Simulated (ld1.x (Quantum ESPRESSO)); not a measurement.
How hard is this tantalum TM potential?

* Element: Ta
* Generator: ld1.x (Quantum ESPRESSO) 7.5
* Type: norm-conserving Troullier–Martins (Kleinman–Bylander form)
* Functional: PBEsol
* Relativity: scalar-relativistic
* Frozen core: [Kr] 4d10 4f14 5s2
* Valence charge: 11
* Reference configuration: 5p6 5d3 6s2 6p0
* Partial waves: 6s (bound): rc 2.20 bohr; 5p (bound): rc 1.50 bohr; 5d (bound): rc 1.70 bohr
* Local potential: the d channel
* Core correction: Bessel-smoothed model core, default radius (core density twice the valence density)

The pseudo-atom Hamiltonian at the reference potential is diagonalised in spherical Bessel functions j_l(qr) that vanish at 20 bohr, with q² up to the cutoff. All-electron valence levels (Ry): 6s -0.4021, 5p -2.8970, 6p -0.1002, 5d -0.2661.

Task: How do the lowest levels (Ry) of each channel move with the cutoff, and are there ghosts?

Result:

```csv
cutoff (Ry),s #1,s #2,s #3,p #1,p #2,p #3,d #1,f #1,f #2,Σ f·Δε (mRy)
8,-1.2027,-0.3685,0.0043,-2.4236,-0.0679,0.0560,-0.0782,0.1076,0.2267,3471.5
15,-2.3921,-0.3995,0.0032,-2.8563,-0.1117,0.0460,-0.2134,0.1076,0.2266,407.4
21,-2.5219,-0.4005,0.0031,-2.8858,-0.1352,0.0417,-0.2580,0.1076,0.2266,95.1
35,-2.5256,-0.4018,0.0030,-2.8896,-0.9040,-0.0351,-0.2660,0.1076,0.2266,45.6
50,-2.5260,-0.4020,0.0030,-2.8952,-1.7015,-0.0617,-0.2660,0.1076,0.2266,11.2
70,-2.5261,-0.4020,0.0029,-2.8958,-1.7496,-0.0627,-0.2661,0.1076,0.2266,7.8
90,-2.5262,-0.4021,0.0029,-2.8968,-1.8537,-0.0645,-0.2661,0.1076,0.2266,1.8
120,-2.5263,-0.4021,0.0029,-2.8970,-1.8766,-0.0649,-0.2661,0.1076,0.2266,0.3
400,-2.5263,-0.4021,0.0029,-2.8971,-1.8814,-0.0650,-0.2661,0.1076,0.2266,0.0
```

Result: ghost states, extra bound levels that the all-electron valence spectrum of the same l lacks: s at -34.4 eV, p at -25.6 eV (a true bound ghost makes a file unfit for plane-wave use); 10 mRy is reached at 55 Ry and 1 mRy at 100 Ry.

2 of 7 tests not solved or not reliable.
